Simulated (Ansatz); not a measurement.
Relaxation of AgSe2 with UKS B3LYP-D4/def2-TZVP.

```sh
$ ansatz run in.yaml --threads 4 --pin off --events-out ev --progress --plain --max-ram 3916MiB
```

```yaml
crystal:
  periodic: [false, false, false]
  atoms:
    - {symbol: Ag, position_ang: [-0.507139, 1.712272, 0.908673]}
    - {symbol: Se, position_ang: [-0.218711, -1.870699, -0.306203]}
    - {symbol: Se, position_ang: [0.725850, 0.158427, -0.602470]}
basis:
  gaussian: {orbitals: def2-TZVP}
magnetization: {spin_polarized: true, initial_magnetization: 3}
hamiltonian: {xc: {name: B3LYP}, dispersion: d4}
scf: {lower_state_search: "off"}
output: {orbitals: {seedname: orbitals}}
relax: {f_tol: 0.02, max_steps: 100}
```

Hardware: 4 threads of Arm Neoverse V2 on a shared host. Wall time 19 s.

Positions (Å) and forces (eV/Å) at steps 1, 2, 3, 4, 6 of 6:

```xyz
3
step=1 energy=-134702.0577 eV
Ag   -0.507    1.712    0.909   -0.555    0.699    0.680
Se   -0.219   -1.871   -0.306    0.303    0.651   -0.095
Se    0.726    0.158   -0.602    0.252   -1.350   -0.585
3
step=2 energy=-134702.2102 eV
Ag   -0.540    1.789    0.958   -0.291    0.344    0.351
Se   -0.202   -1.882   -0.324    0.038    0.137    0.003
Se    0.742    0.093   -0.634    0.253   -0.481   -0.354
3
step=3 energy=-134702.3193 eV
Ag   -0.613    1.718    1.004   -0.198    0.123    0.209
Se   -0.256   -1.772   -0.246    0.045    0.204    0.014
Se    0.869    0.054   -0.758    0.153   -0.327   -0.223
3
step=4 energy=-134702.4074 eV
Ag   -0.691    1.637    1.052   -0.136    0.073    0.140
Se   -0.311   -1.638   -0.162    0.316    0.469   -0.155
Se    1.002    0.001   -0.890   -0.180   -0.542    0.015
3
step=6 energy=-134702.4526 eV
Ag   -0.790    1.622    1.136    0.003   -0.011   -0.006
Se   -0.327   -1.496   -0.109   -0.011    0.000    0.010
Se    1.118   -0.126   -1.027    0.008    0.011   -0.004
```

In the def2 sets Ag takes a core potential; there is no spin–orbit coupling. At B3LYP-D4/def2-TZVP a doublet of charge 0 lies 1.05 eV below the quartet, each at its own geometry. The structure comes from a short search, and lower isomers may exist.
